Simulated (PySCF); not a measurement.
# Reading the logs of faulty runs: BCH5NO cation

Calculated results; nothing here was measured. They come from PySCF 2.14.0, an open-source quantum chemistry program, on an isolated molecule that a program drew, which may never have been made. The molecule is BCH5NO cation (charge +1, singlet), drawn as the SMILES string `CO[B+]N`.

Each row is a Hartree-Fock (HF) and frozen-core CCSD(T) single point in the cc-pVDZ basis, meant for a local HF minimum. Run 1 is clean. Each other run has one planted mistake out of seven kinds, and not every kind appears here: one electron removed, one electron added, multiplicity raised by two, geometry at a saddle point, minimal basis STO-3G, one bond length entered in bohr, all coordinates scaled. The reference is restricted for singlets and unrestricted otherwise, and also for a bond in bohr. Adding or removing an electron swaps singlet and doublet. Electrons count all cores. HOMO and LUMO are orbital energies over both spins, the gradient is its largest component, and the lowest frequency (negative if imaginary) is given only where the gradient is small. Bond lengths are over the 8 bonds as drawn. T1 is the CCSD diagnostic: over 0.02 (restricted) or 0.045 (unrestricted) a single reference is doubtful.

Geometry of the clean run:
```xyz
9
BCH5NO cation, angstrom
C    -1.8505    0.1299   -0.4093
O    -0.6218    0.8848   -0.7086
B     0.5841    0.9435   -0.4357
N     1.8892    1.0469   -0.1738
H    -2.5465    0.8547   -0.0069
H    -2.1869   -0.2668   -1.3585
H    -1.6092   -0.6507    0.3025
H     2.5882    0.5706   -0.7174
H     2.2476    1.6327    0.5606
```

| run | electrons | basis functions | <S^2> | HOMO (eV) | LUMO (eV) | gradient (hartree/bohr) | lowest frequency (cm^-1) | mean bond (Å) | longest bond (Å) | T1 | HF (hartree) | CCSD(T) (hartree) | mistake |
|---|---|---|---|---|---|---|---|---|---|---|---|---|---|
| 1 | 30 | 81 | 0.000 | -18.42 | -1.45 | 2.3e-05 | 64 | 1.1631 | 1.473 | 0.0143 | -194.61102 | -195.21161 | no fault |
| 2 | 29 | 81 | 0.765 | -24.82 | -14.67 | 1.8e-01 | - | 1.1631 | 1.473 | 0.0362 | -194.01029 | -194.57889 | one electron removed |
| 3 | 31 | 81 | 0.762 | -3.27 | 4.40 | 1.7e-01 | - | 1.1631 | 1.473 | 0.0142 | -194.69606 | -195.31105 | one electron added |
| 4 | 30 | 81 | 0.965 | -16.68 | -4.81 | 2.7e-02 | - | 1.3008 | 2.339 | 0.0287 | -194.41241 | -194.97800 | one bond length entered in bohr |
| 5 | 30 | 81 | 2.011 | -10.67 | -7.07 | 8.6e-02 | - | 1.1631 | 1.473 | 0.0323 | -194.36514 | -194.94252 | ? |

**Which mistake was planted in run 5, and what did it cost?**

Electrons, basis and geometry are unchanged, and <S^2> is 2.011, beside S(S+1) = 2.00 for a multiplicity of 3. So the mistake is: multiplicity raised by two. Subtracting run 1 and multiplying by 627.51 kcal/mol a hartree, the energy moved by 154.3 kcal/mol in HF and 168.9 kcal/mol in CCSD(T).

